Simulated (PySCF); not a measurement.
**Peak assignment**

Atom-mapped SMILES (the numbers label the heavy atoms): `[CH3:1][CH2:2][CH2:3][C:4]#[C:5][CH2:6][SiH3:7]` (H(Xn): hydrogen on atom n).

Theory: GIAO PBE0/pcSseg-1 shieldings, structure optimised with GFN2-xTB, in PySCF 2.14 (in vacuum, averaged over atoms made equivalent by symmetry, fast rotation or ring inversion, one computed conformer, non-relativistic).

Scale: $^{13}$C and $^{1}$H against TMS (reference shieldings calculated alike).

Task: Assign these signals to the numbered atoms. $^{13}$C{$^{1}$H} NMR (computed): δ 86.3 (C), 84.5 (C), 26.8 (CH2), 23.4 (CH2), 15.3 (CH3), 0.1 (CH2).

Result: 
86.3 → C4, alkyne carbon: sp carbons lie upfield of alkene carbons because the cylindrical π system leaves one tensor component strongly shielded
84.5 → C5, alkyne carbon
26.8 → C2, sp3 CH2: a saturated carbon with 2 carbon neighbours and no heteroatom attached
23.4 → C3, propargylic sp3 CH2: aliphatic region, no heteroatom directly attached
15.3 → C1, methyl carbon: saturated and bonded to C and H only
0.1 → C6, propargylic sp3 CH2 bonded to Si: an electropositive neighbour leaves it electron-rich and shielded

C4 and C5 lie closer than the usual error of such a calculation, so a measured spectrum could show them in the other order.

Task: Assign these signals to the numbered atoms. $^{1}$H NMR (300 MHz, computed): δ 3.98 (t, 3H), 2.28 (t, 2H), 1.83 (q, 2H), 1.45 (m, 2H), 1.17 (t, 3H).

Result: 
3.98 → H(Si7), hydrogen on a silicon bonded to C
2.28 → H(C3), hydrogen on a propargylic sp3 CH2
1.83 → H(C6), hydrogen on a propargylic sp3 CH2 bonded to Si
1.45 → H(C2), hydrogen on an sp3 CH2
1.17 → H(C1), hydrogen on a methyl carbon: far from electronegative atoms and π systems

Shifts are as computed. Against solution values, carbons near 30 ppm lie about +3 ppm off and those near 130 ppm about +5 ppm. Of 1211 compounds with measured shifts, 218 miss one by over three times the rms of a fit or turn the order of signals round; such compounds aren't used in these exercises. Multiplicities follow the n + 1 count of equivalent neighbours, as no J values were calculated; m marks all less simple cases, F and P coupling included.
